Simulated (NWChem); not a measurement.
**HAl in NWChem**

```xyz
2

Al     0.0000     0.0000     0.1203
H      0.0000     0.0000    -1.5639
```
Charge 0, spin multiplicity 1.

Program: NWChem. Structure: optimised with PBE/def2-SVP, a minimum by its harmonic frequencies.

Symmetry labels belong to the abelian group C2v used in the runs, with the axes of the coordinates shown; states degenerate in a higher group split over its labels.

The correlated methods keep 5 core orbitals frozen. The structure started from a generated list of species.

Task: List the 4 singlet excitations that EOM-CCSD/def2-SVPD, 5 core orbitals frozen gives, with oscillator strengths.

Result: 
```
state  symmetry  energy (eV)  wavelength (nm)      f
-----  --------  -----------  ---------------  -----
1            b2         3.04              408  0.048
2            b1         3.04              408  0.048
3            a1         5.75              216  0.174
4            a2         6.11              203  0.000
```
These are the lowest roots of each symmetry, so higher states are missing between them.
